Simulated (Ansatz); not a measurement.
`[OH][SnH]([Cl])[Br]` + H₂ → `[OH][SnH2][Br]` + HCl at 298.15 K and 1 bar (hydrogenolysis of the Sn–Cl bond).

Isolated molecules relaxed with PBE0-D4/def2-TZVP in Ansatz; ΔE leaves out vibrations. CCSD(T)/CBS adds triple-zeta CCSD(T) − MP2 to the extrapolated MP2 energy (def2 sets, frozen cores). This one scheme is used for every species. Elements past krypton have def2 core potentials. For Br, Sn outer-core shells are correlated without core-valence functions, which leaves a few kJ/mol of doubt a bond. Scalar relativity is left out up to krypton. One conformer a species, not always the lowest.

| species | CCSD(T)/CBS energy (Eh) | H − E (kJ/mol) | S (J/(mol·K)) |
| --- | --- | --- | --- |
| `[OH][SnH]([Cl])[Br]` | -3323.61080 | 78.6 | 367.1 |
| H₂ | -1.17544 | 35.1 | 130.4 |
| `[OH][SnH2][Br]` | -2864.37583 | 89.8 | 332.5 |
| HCl | -460.38127 | 26.6 | 186.8 |

H − E and S are ideal-gas, rigid-rotor, harmonic terms from PBE0-D4/def2-TZVP, for one conformer and one mirror image of each species. The MP2-based limit puts H₂ 0.8 mEh under its directly extrapolated value; such offsets cancel only in part. 1 Eh = 2625.50 kJ/mol, R = 8.31446 J/(mol·K).

Problem. By hand: ΔE, ΔH, ΔS and ΔG.

Solution. ΔE = (-2864.37583) + (-460.38127) − (-3323.61080) − (-1.17544) = 0.02914 Eh = 76.5 kJ/mol. Δ(H − E) = 89.8 + 26.6 − 78.6 − 35.1 = 2.7, so ΔH = 79.2 kJ/mol. ΔS = 332.5 + 186.8 − 367.1 − 130.4 = 21.8 J/(mol·K). ΔG = 79.2 − 298.15 × (21.8)/1000 = 72.7 kJ/mol.

Problem. By hand: the equilibrium constant, and the temperature at which ΔG would vanish if ΔH and ΔS stayed fixed.

Solution. log₁₀ K = −ΔG/(RT ln 10) = -12.7. ΔG = 0 at ΔH/ΔS = 3633 K, far beyond where these terms or the molecules hold.

ΔH outweighs TΔS. A doubt of 5 kJ/mol in ΔE shifts log₁₀ K by 0.9 here. Other conformers and mirror images would add mixing entropy, several J/(mol·K) or more a flexible species. These are equilibria of isolated gas molecules and say nothing of rates. Largest T1 diagnostic: 0.011 (customary marks: 0.02 for closed shells, 0.045 for open ones).
